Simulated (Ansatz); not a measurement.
A made-up structure of AlH$_{3}$SeO, closed shell:

```
6
angstrom
Al -1.0122 0.0644 -0.5667
O 0.6366 0.4337 -0.3021
Se 1.8200 -0.6146 0.5397
H -1.5982 -1.3115 -0.0593
H 2.4109 -1.9071 0.0295
H 1.9630 0.2449 1.7303
```

It is relaxed with PBE-D4/def2-SVP and then PBE0-D4/def2-TZVP (Ansatz 0.2.0). Atoms count as bonded within 1.22 times the sum of their covalent radii (H–H: 0.88 Å). The end point is not checked to be a true minimum.

Question: Does its bonding change? (Judge from chemistry; the calculation decides.)

Answer: The calculation gives: Yes. Formed: Al1–Se3; broken: O2–Se3.

Where it ends: The first stage lowers the energy by 3.91 eV in 19 steps. It ends as AlH₃SeO ([O][AlH][SeH2]):
```csv
atom,x (Å),y (Å),z (Å)
Al1,-0.5193,-0.1818,-0.2187
O2,-0.0514,1.3521,-0.3431
Se3,1.9892,-0.8873,0.0443
H4,-1.4892,-1.4237,-0.1943
H5,2.2274,-2.0346,0.9464
H6,2.0634,0.0852,1.1366
```

Labels in which every atom is bracketed show which atoms are joined, not bond orders.

For scale, one of the runs: PBE0-D4/def2-TZVP relaxation, 134 basis functions, launched by `ansatz run in.yaml --threads 2 --pin off --events-out ev --progress --plain --max-ram 4352MiB`. The run took about 44 s on 2 CPU threads of an Arm Neoverse V1 (shared host).
